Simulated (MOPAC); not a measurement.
MOPAC input (PM7):

```
PM7 FORCE THERMO(298,298) PRECISE LET GEO-OK AUX(PRECISION=9) THREADS=1
C2H6BCl

C     1.43465386 1   -0.97652545 1   -0.43056086 1
B     0.01763329 1   -0.32280911 1   -0.16760986 1
C    -1.32493909 1   -1.03272602 1   -0.61255207 1
Cl   -0.06595673 1    1.20784893 1    0.62706973 1
H     1.37737476 1   -2.06223877 1   -0.55029813 1
H     2.14706769 1   -0.75798559 1    0.37252497 1
H     1.85095270 1   -0.55992466 1   -1.35861228 1
H    -1.73373228 1   -1.58748146 1    0.24377701 1
H    -2.08852451 1   -0.31362540 1   -0.92892902 1
H    -1.16941733 1   -1.74625224 1   -1.42685660 1
```

From the output:

```
     H   10   0.009134   0.467055   0.459712   4.140666

          HEAT OF FORMATION =     -51.688262 KCALS/MOLE

          ZERO POINT ENERGY      44.183 KCAL/MOL

           NORMAL COORDINATE ANALYSIS (Total motion = 1 Angstrom)

   Root No.       1         2         3         4         5         6         7         8

                 1 B       1 A       2 B       2 A       3 B       3 A       4 A       5 A

                  25.5      57.0     266.3     268.9     329.9     608.9     744.8     824.8

           1   -0.0022    0.0016    0.0688    0.0179   -0.0058    0.1012    0.0013    0.0455
           2   -0.0001    0.0039   -0.0513    0.0760    0.0043   -0.0118    0.0059    0.0366
           3   -0.0098    0.0108   -0.0022   -0.0014   -0.0182    0.0054    0.0343   -0.0078
           4   -0.0025    0.0019    0.0677    0.0188   -0.0069    0.0366   -0.0078   -0.0226
           5   -0.0014   -0.0034    0.0377   -0.0338   -0.0038   -0.0658    0.0139    0.0406
           6   -0.0014    0.0000    0.0127    0.0000    0.1436    0.0000   -0.0000   -0.0000
           7   -0.0012   -0.0042   -0.0073   -0.0740    0.0006   -0.0434   -0.0057   -0.0551
           8   -0.0019    0.0007    0.0855    0.0249   -0.0072   -0.0921    0.0020   -0.0193
           9   -0.0098   -0.0108   -0.0022    0.0014   -0.0182   -0.0054   -0.0343    0.0078
          10    0.0016    0.0013   -0.0447    0.0206    0.0036   -0.0333    0.0028    0.0049
          11    0.0009   -0.0023   -0.0248   -0.0370    0.0020    0.0598   -0.0051   -0.0089
          12    0.0096    0.0000   -0.0008    0.0000   -0.0177   -0.0000    0.0000    0.0000
          13    0.0028    0.0157   -0.0027    0.0966   -0.0601    0.1626   -0.1119   -0.1198
          14   -0.0576   -0.0521   -0.0876    0.1230    0.0101    0.0273   -0.0119   -0.0520
          15    0.1311    0.1575    0.0042   -0.0254   -0.0916   -0.0122   -0.0573    0.0162
          16   -0.0159   -0.0080    0.1151   -0.0530   -0.0947    0.0158   -0.0819    0.2392
          17   -0.0852   -0.0800   -0.0884    0.1272    0.0117    0.0258   -0.0049   -0.0603
          18   -0.1446   -0.1193   -0.0209    0.0191   -0.0750   -0.0030   -0.0508    0.0153
          19    0.0073   -0.0027    0.0951    0.0118    0.1504    0.1291    0.2245    0.0095
          20    0.1686    0.1745   -0.0636    0.0830   -0.0029    0.0137   -0.0076   -0.0313
          21   -0.0309   -0.0056   -0.0106    0.0003   -0.0749   -0.0119   -0.0562    0.0093
          22    0.1471   -0.1468   -0.0039   -0.0767    0.0769   -0.0797   -0.1120    0.0216
          23   -0.0828    0.0943    0.1144    0.0338    0.1293   -0.1025   -0.1947   -0.0246
          24   -0.0309    0.0056   -0.0106   -0.0003   -0.0749    0.0119    0.0562   -0.0093
          25   -0.0808    0.0722   -0.0144   -0.0801   -0.0400   -0.0303    0.0473   -0.0750
          26    0.0314   -0.0354    0.1444    0.1122   -0.0866    0.0002    0.0670   -0.2350
          27   -0.1446    0.1193   -0.0209   -0.0191   -0.0750    0.0030    0.0508   -0.0153
          28   -0.0475    0.0359   -0.0759   -0.1555   -0.0231   -0.1089    0.0692    0.1074
          29    0.0328   -0.0408    0.0439   -0.0172   -0.0564   -0.1237    0.0888    0.0743
          30    0.1311   -0.1575    0.0041    0.0254   -0.0916    0.0122    0.0573   -0.0162

   Root No.       9        10        11        12        13        14        15        16

                 4 B       5 B       6 A       6 B       7 B       7 A       8 A       8 B

                 845.9     870.2    1091.0    1138.3    1254.5    1258.6    1271.2    1273.0

           1    0.0175    0.0036    0.0456   -0.1143   -0.0061   -0.0017   -0.0121   -0.0115
           2   -0.0377   -0.0041   -0.0312   -0.0198   -0.0225   -0.0246    0.0018    0.0066
           3   -0.0040    0.0384   -0.0006    0.0019   -0.0053   -0.0025   -0.0216   -0.0216
           4   -0.0102   -0.0106   -0.0838    0.2372   -0.0045   -0.0038   -0.0014   -0.0078
           5   -0.0057   -0.0059    0.1506    0.1319   -0.0025    0.0068    0.0026   -0.0043
           6    0.0086   -0.0656   -0.0000   -0.0085    0.0008   -0.0000   -0.0000    0.0032
           7   -0.0228   -0.0016    0.0024   -0.0771   -0.0223    0.0218    0.0048   -0.0005
           8    0.0347    0.0052   -0.0552   -0.0866    0.0067   -0.0116    0.0112   -0.0133
           9   -0.0040    0.0384    0.0006    0.0019   -0.0053    0.0025    0.0216   -0.0216
          10   -0.0012    0.0002    0.0103   -0.0008   -0.0001    0.0004    0.0002    0.0001
          11   -0.0007    0.0001   -0.0186   -0.0004   -0.0001   -0.0007   -0.0004    0.0001
          12   -0.0007    0.0018    0.0000   -0.0001   -0.0001    0.0000    0.0000   -0.0001
          13    0.2307   -0.0464    0.2148   -0.0008   -0.0304   -0.0394    0.0317    0.0560
          14    0.0690    0.0047    0.0618    0.0120    0.0009    0.0063   -0.0642   -0.0566
          15    0.0030   -0.0431    0.0107    0.0164   -0.0562   -0.0835    0.1801    0.1902
          16   -0.1463   -0.1306   -0.1112   -0.1800    0.0827    0.0598    0.0069    0.0175
          17    0.0579    0.0174    0.0353    0.0601    0.0613    0.0558    0.0848    0.0645
          18    0.0032   -0.0414   -0.0218    0.0137    0.1615    0.1393    0.1204    0.0947
          19   -0.0344    0.2192    0.0013   -0.0271    0.0546    0.0219    0.1150    0.1143
          20    0.0384   -0.0009    0.0046    0.0250    0.2062    0.2131   -0.0458   -0.0830
          21    0.0074   -0.0523    0.0027   -0.0049   -0.0448   -0.0326   -0.0468   -0.0432
          22    0.0145    0.1149   -0.0046    0.0070    0.2039   -0.1926   -0.0218   -0.0102
          23   -0.0494    0.1866    0.0013   -0.0362   -0.0624    0.0938   -0.1218    0.1409
          24    0.0074   -0.0523   -0.0027   -0.0049   -0.0447    0.0325    0.0468   -0.0432
          25   -0.0280   -0.0542    0.0287   -0.0439    0.0958   -0.0790   -0.0757    0.0640
          26   -0.1548   -0.1202    0.1131   -0.1846    0.0379   -0.0214    0.0389   -0.0192
          27    0.0032   -0.0414    0.0218    0.0137    0.1615   -0.1393   -0.1204    0.0947
          28    0.1803   -0.0205   -0.1659    0.0098   -0.0153    0.0154    0.0378   -0.0186
          29    0.1595   -0.0419   -0.1499   -0.0070   -0.0263    0.0368   -0.0608    0.0775
          30    0.0030   -0.0431   -0.0107    0.0164   -0.0562    0.0835   -0.1801    0.1902

   Root No.      17        18        19        20        21        22        23        24

                 9 B       9 A      10 A      10 B      11 B      11 A      12 B      12 A

                1311.6    1326.1    2649.5    2650.9    2663.1    2664.9    2754.4    2757.4

           1   -0.0306    0.0338    0.0005    0.0004    0.0001   -0.0004    0.0114    0.0118
           2    0.0033   -0.0009    0.0017    0.0023   -0.0261   -0.0264   -0.0005   -0.0009
           3    0.0098   -0.0070   -0.0255   -0.0258   -0.0023   -0.0016   -0.0010   -0.0009
           4   -0.0028    0.0002   -0.0003   -0.0007   -0.0012    0.0007    0.0041    0.0014
           5   -0.0016   -0.0004    0.0005   -0.0004   -0.0007   -0.0013    0.0023   -0.0025
           6    0.0001   -0.0000   -0.0000   -0.0021   -0.0002    0.0000    0.0001    0.0000
           7   -0.0134   -0.0171   -0.0017    0.0022   -0.0222    0.0226    0.0056   -0.0055
           8   -0.0277   -0.0292    0.0005   -0.0008    0.0138   -0.0136    0.0100   -0.0105
           9    0.0098    0.0070    0.0255   -0.0258   -0.0023    0.0016   -0.0010    0.0009
          10   -0.0000   -0.0000    0.0000    0.0000   -0.0000   -0.0000   -0.0000   -0.0001
          11   -0.0000    0.0000   -0.0000    0.0000   -0.0000    0.0000   -0.0000    0.0002
          12    0.0001    0.0000    0.0000   -0.0000   -0.0000   -0.0000   -0.0000   -0.0000
          13    0.1467   -0.1517   -0.0307   -0.0284   -0.0918   -0.0904   -0.0617   -0.0633
          14    0.0962   -0.0915    0.0682    0.0634    0.1894    0.1859    0.1482    0.1507
          15   -0.0476    0.0334    0.0159    0.0141    0.0864    0.0846    0.0638    0.0649
          16    0.1484   -0.1485   -0.0588   -0.0603    0.0771    0.0796   -0.0589   -0.0575
          17   -0.1116    0.0973   -0.1154   -0.1183    0.1402    0.1455   -0.1275   -0.1252
          18   -0.0421    0.0191    0.0673    0.0698   -0.1072   -0.1106    0.0880    0.0863
          19    0.0874   -0.0995    0.0888    0.0888    0.0179    0.0167   -0.0442   -0.0445
          20   -0.0185    0.0084    0.0265    0.0267   -0.0083   -0.0082   -0.0147   -0.0148
          21   -0.0289    0.0366    0.2340    0.2345    0.0491    0.0465   -0.1401   -0.1405
          22    0.0304    0.0454   -0.0694    0.0695    0.0024   -0.0019   -0.0358    0.0360
          23    0.0840    0.0889   -0.0614    0.0613    0.0196   -0.0185   -0.0298    0.0300
          24   -0.0289   -0.0366   -0.2340    0.2345    0.0491   -0.0465   -0.1400    0.1405
          25   -0.0165   -0.0043    0.1290   -0.1323    0.1598   -0.1656   -0.1394    0.1367
          26    0.1850    0.1775   -0.0109    0.0112   -0.0085    0.0091    0.0172   -0.0172
          27   -0.0422   -0.0191   -0.0673    0.0698   -0.1072    0.1106    0.0880   -0.0863
          28    0.1591    0.1578   -0.0417    0.0389    0.1125   -0.1103    0.0933   -0.0946
          29    0.0738    0.0806    0.0621   -0.0576   -0.1779    0.1749   -0.1306    0.1333
          30   -0.0476   -0.0334   -0.0159    0.0141    0.0864   -0.0846    0.0638   -0.0649

           MASS-WEIGHTED COORDINATE ANALYSIS (NORMAL COORDINATES)

   Root No.       1         2         3         4         5         6         7         8

                 1 B       1 A       2 B       2 A       3 B       3 A       4 A       5 A

                  25.5      57.0     266.3     268.9     329.9     608.9     744.8     824.8

           1   -0.0191    0.0137    0.3669    0.1082   -0.0336    0.4650    0.0106    0.3031
           2   -0.0007    0.0339   -0.2740    0.4585    0.0248   -0.0541    0.0464    0.2438
           3   -0.0840    0.0931   -0.0116   -0.0083   -0.1060    0.0250    0.2710   -0.0520
           4   -0.0207    0.0154    0.3428    0.1077   -0.0380    0.1597   -0.0582   -0.1427
           5   -0.0115   -0.0277    0.1906   -0.1937   -0.0211   -0.2871    0.1046    0.2566
           6   -0.0111    0.0000    0.0642    0.0000    0.7918    0.0000   -0.0000   -0.0000
           7   -0.0106   -0.0360   -0.0392   -0.4465    0.0033   -0.1994   -0.0450   -0.3671
           8   -0.0159    0.0062    0.4563    0.1500   -0.0416   -0.4235    0.0154   -0.1289
           9   -0.0840   -0.0931   -0.0116    0.0083   -0.1060   -0.0250   -0.2710    0.0520
          10    0.0233    0.0186   -0.4096    0.2132    0.0360   -0.2626    0.0386    0.0565
          11    0.0130   -0.0335   -0.2278   -0.3833    0.0200    0.4723   -0.0693   -0.1017
          12    0.1409    0.0000   -0.0076    0.0000   -0.1768   -0.0000    0.0000    0.0000
          13    0.0070    0.0391   -0.0042    0.1688   -0.1012    0.2165   -0.2565   -0.2310
          14   -0.1428   -0.1295   -0.1355    0.2150    0.0170    0.0363   -0.0273   -0.1003
          15    0.3252    0.3920    0.0064   -0.0444   -0.1542   -0.0162   -0.1313    0.0313
          16   -0.0395   -0.0199    0.1779   -0.0927   -0.1594    0.0211   -0.1876    0.4615
          17   -0.2113   -0.1990   -0.1367    0.2223    0.0197    0.0344   -0.0112   -0.1164
          18   -0.3585   -0.2969   -0.0324    0.0334   -0.1262   -0.0041   -0.1165    0.0294
          19    0.0180   -0.0067    0.1470    0.0206    0.2533    0.1719    0.5143    0.0183
          20    0.4182    0.4341   -0.0983    0.1450   -0.0049    0.0182   -0.0174   -0.0604
          21   -0.0765   -0.0138   -0.0164    0.0004   -0.1261   -0.0158   -0.1287    0.0178
          22    0.3647   -0.3653   -0.0060   -0.1341    0.1295   -0.1062   -0.2566    0.0416
          23   -0.2053    0.2347    0.1768    0.0590    0.2177   -0.1364   -0.4460   -0.0474
```
